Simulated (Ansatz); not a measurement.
# Which isomer of CH4OSb− gives these data?

These gas-phase data were calculated for one isomer of CH4OSb− at B3LYP-D3(BJ)/def2-SVPD (harmonic, unscaled wavenumbers; equilibrium rotational constants with average atomic masses):

* rotational constants: 8.131, 5.681, 3.455 GHz
* all wavenumbers above 1500 cm⁻¹: 3869, 3079, 3068, 2986

Candidates:

(1) `C[O][SbH-]`, a singlet
(2) `[CH3][Sb-][OH]`, a singlet
(3) `[CH3][SbH][O-]`, a singlet

Q: Which structure fits?

A: Candidate (2). The band at 3869 cm⁻¹ lies where the O–H stretch is expected; (1), (3) have no mode between 3300 and 4000 cm⁻¹.

The same quantities for all candidates:

```
     rotational constants (GHz)  wavenumbers above 1500 cm⁻¹  E above the lowest, B3LYP-D3(BJ)/def2-SVPD (kcal/mol)
(1)         34.48, 2.961, 2.854       2923, 2905, 2874, 1743                                                    9.1
(2)         8.131, 5.681, 3.455       3869, 3079, 3068, 2986                                                    0.0
(3)          10.3, 5.537, 3.857       3112, 3091, 2997, 1602                                                   12.1
```

Harmonic stretches to hydrogen usually lie a few per cent above observed fundamentals. Each candidate is one conformer. Atoms past krypton carry core potentials. Programs: Ansatz 0.2.0.
